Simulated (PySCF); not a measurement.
Compound: BH8NSiSn.
Geometry (PBE0-D3(BJ)/def2-SVP, Å), atoms numbered from 1 in this order:
```xyz
12
BH8NSiSn angstrom
B      0.837    1.647   -0.121
N      0.521    0.279   -0.189
Si     1.771   -0.957   -0.089
Sn    -1.463   -0.296   -0.475
H      1.993    1.984    0.049
H     -0.027    2.494   -0.227
H      1.245   -2.110    0.709
H      2.995   -0.406    0.556
H      2.114   -1.480   -1.448
H     -2.355    1.148   -0.627
H     -1.503   -1.254   -1.895
H     -1.916   -1.223    0.892
```

Computed with PBE0-D3(BJ)/def2-SVP geometry optimisation, gas phase, def2 core potentials past Kr (PySCF).

Take the most abundant isotopes and a rigid rotor. 

(1) Give the principal moments of inertia and the rotational constants in GHz.

(2) What kind of rotor is it?

(3) What does the inertial defect say?

(4) Give the other two planar moments, Paa and Pbb, and the rms extents of the mass along the axes.

(5) Where do the levels up to J = 3 lie, in cm⁻¹?

(6) Which types of transition are allowed, and where do some lines up to J = 2 fall?

Results:

(1) Ia = 86.22, Ib = 335.53, Ic = 407.88 u·Å²; 505379 MHz·u·Å²/I gives 5861, 1506 and 1239 MHz, that is A = 5.8614, B = 1.5062, C = 1.2390 GHz.

(2) An asymmetric top: κ = (2 × 1506 − 5861 − 1239)/(5861 − 1239) = -0.88.

(3) Not planar: Δ = Ic − Ia − Ib = -13.87 u·Å². For a rigid frame Δ = −2 Σ m c², so Σ m c² = 6.93 u·Å² lies off the ab plane, practically all of it from hydrogen. The atom farthest from that plane is 1.44 Å away.

(4) Paa = Σ m a² = (Ib + Ic − Ia)/2 = 328.59 and Pbb = Σ m b² = (Ia + Ic − Ib)/2 = 79.29 u·Å². With the mass M = 180.95 u, the rms extents √(P/M) along a, b and c are 1.35, 0.66, 0.20 Å.

(5) Above 0(0,0):
J = 1: 1(0,1) 0.0916, 1(1,1) 0.2368, 1(1,0) 0.2458
J = 2: 2(0,2) 0.2743, 2(1,2) 0.4111, 2(1,1) 0.4378, 2(2,1) 0.8736, 2(2,0) 0.8740
J = 3: 3(0,3) 0.5474, 3(1,3) 0.6722, 3(1,2) 0.7256, 3(2,2) 1.1484, 3(2,1) 1.1503, 3(3,1) 1.8972, 3(3,0) 1.8973
Those of J = 1 are B + C, A + C and A + B.

(6) The dipole components are |μa| = 1.46 D, |μb| = 1.20 D, |μc| = 0.03 D. Intensities carry the squares of the components, which stand as 1.00 : 0.68 : 0.00 (a : b : c). Some of the stronger lines:

| type | branch | J(Ka,Kc) | MHz | lower level (cm⁻¹) |
| --- | --- | --- | --- | --- |
| a | Q | 2(1,1) ← 2(1,2) | 802 | 0.411 |
| b | R | 2(0,2) ← 1(1,1) | 1123 | 0.237 |
| a | R | 1(0,1) ← 0(0,0) | 2745 | 0.000 |
| b | Q | 1(1,0) ← 1(0,1) | 4622 | 0.092 |
| b | Q | 2(1,1) ← 2(0,2) | 4901 | 0.274 |
| a | R | 2(1,2) ← 1(1,1) | 5223 | 0.237 |
| a | R | 2(0,2) ← 1(0,1) | 5479 | 0.092 |
| a | R | 2(1,1) ← 1(1,0) | 5758 | 0.246 |
| b | R | 1(1,1) ← 0(0,0) | 7100 | 0.000 |
| b | R | 2(1,2) ← 1(0,1) | 9579 | 0.092 |
| b | Q | 2(2,0) ← 2(1,1) | 13078 | 0.438 |
| b | Q | 2(2,1) ← 2(1,2) | 13867 | 0.411 |
| b | R | 2(2,1) ← 1(1,0) | 18823 | 0.246 |
| b | R | 2(2,0) ← 1(1,1) | 19102 | 0.237 |

PBE0-D3(BJ)/def2-SVP frequencies: not computed here. These are rigid-rotor constants of the computed structure; measured ground-state constants (B0) also hold zero-point vibration. A rigid rotor knows nothing of internal rotation, which can split or shift real lines. Quadrupole hyperfine structure (11B, 14N) is left out.

The run took 26 s of wall time on one thread, Intel Xeon Platinum 8488C (x86_64), no GPU, shared host with 192 logical CPUs at a one-minute load of 30, and the process peaked at 0.48 GiB of memory. These figures are those of the optimisation.
